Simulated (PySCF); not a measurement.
Si(H)(PH2)3 (H7P3Si), SMILES P[SiH](P)P. Atoms are numbered in the order given.

```xyz
11

Si     0.1490     0.0484    -0.5441
P      0.3469     2.1122     0.4003
P     -2.0039    -0.6943    -0.4562
P      1.3988    -1.5011     0.5694
H      0.5210     0.1749    -1.9845
H      0.2112     1.6043     1.7300
H      1.7777     2.0899     0.4401
H     -2.5602     0.5632    -0.8490
H     -2.1280    -0.4198     0.9416
H      2.6422    -0.9654     0.1099
H      1.3241    -2.4771    -0.4735
```

Geometry: B3LYP-D3(BJ)/def2-SVP. This is a generated structure with no PubChem entry under its InChIKey; it may be hypothetical. The values are those of a single conformer.

Calculation: B3LYP-D3(BJ)/def2-SVP (PySCF).

Frequencies are harmonic and unscaled.

Estimate the vibrational spectrum. (An estimate is asked for; the answer gives what the named calculation found.)


```csv
mode,ν (cm⁻¹),IR (km/mol),Raman (Å⁴/amu),depolarisation,moving atoms (share of kinetic energy)
1,110,0.6,4.1,0.74,"P 68 %, H 22 %, Si 9 %"
2,111,2.0,3.9,0.74,"P 70 %, H 20 %, Si 10 %"
3,127,5.2,0.7,0.69,"H 86 %, P 12 %"
4,140,2.2,0.9,0.33,"H 77 %, P 13 %, Si 10 %"
5,146,5.3,0.9,0.53,"H 81 %, P 15 %"
6,155,7.5,2.4,0.40,"P 40 %, H 34 %, Si 26 %"
7,363,2.5,30.5,0.04,"P 65 %, Si 27 %, H 8 %"
8,463,12.2,12.4,0.75,"Si 50 %, P 41 %, H 8 %"
9,472,12.3,12.7,0.74,"Si 52 %, P 35 %, H 13 %"
10,563,28.1,5.8,0.27,H 98 %
11,578,25.9,2.6,0.63,H 97 %
12,620,1.9,5.4,0.18,H 95 %
13,703,12.8,13.1,0.73,"H 87 %, P 9 %"
14,723,35.5,15.8,0.74,"H 85 %, Si 9 %"
15,744,13.3,19.0,0.75,H 89 %
16,795,77.6,18.6,0.73,H 90 %
17,822,55.0,15.2,0.75,H 92 %
18,1088,1.6,36.6,0.69,H 97 %
19,1093,17.1,35.2,0.75,H 97 %
20,1094,35.0,8.9,0.68,H 97 %
21,2200,88.3,167.7,0.26,H 97 %
22,2361,34.6,172.8,0.14,H 97 %
23,2368,12.0,293.4,0.06,H 97 %
24,2370,52.4,52.5,0.47,H 97 %
25,2379,30.3,61.1,0.63,H 97 %
26,2381,53.6,144.3,0.73,H 97 %
27,2382,68.6,127.6,0.75,H 97 %
```
